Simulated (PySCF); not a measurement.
Problem. Give a PBE0-D3(BJ)/def2-SVP geometry of [NbCl6]-, `[Cl][Nb-]([Cl])([Cl])([Cl])([Cl])[Cl]`. (Charge -1 and singlet state.)

Solution. 
```
atom  x, y, z in Å
Nb1    0.0127   -0.0140   -0.0099
Cl2    0.0003   -0.0239    2.3520
Cl3    0.0189   -0.0040   -2.3719
Cl4    2.3749    0.0049   -0.0035
Cl5   -2.3492   -0.0368   -0.0240
Cl6   -0.0038    2.3478    0.0022
Cl7    0.0381   -2.3760   -0.0135
```

Orientation and origin are arbitrary. Atoms count from 1 in this order. Nb1 (niobium bonded to 6 Cl) is octahedral (the three widest angles are 179.9°, 179.8° and 179.7°, the others run from 89.8° to 90.2°). All 6 Cl–Nb bonds measure 2.362 Å.

Bonds between heavy atoms (Å): Nb1–Cl2 2.362, Nb1–Cl3 2.362, Nb1–Cl4 2.362, Nb1–Cl5 2.362, Nb1–Cl6 2.362, Nb1–Cl7 2.362.

Theory: PySCF, PBE0-D3(BJ)/def2-SVP geometry optimisation, gas phase, def2 core potentials past Kr.

Point group: Oh (tolerance 0.08 Å). No PBE0-D3(BJ)/def2-SVP frequencies stand behind this structure, so it isn't proved a minimum.

The run took 1.8 min of wall time on one thread of an Arm Neoverse V1, shared host with 64 logical CPUs at a one-minute load of 16, and the process peaked at 0.57 GiB of memory. This is the geometry optimisation.
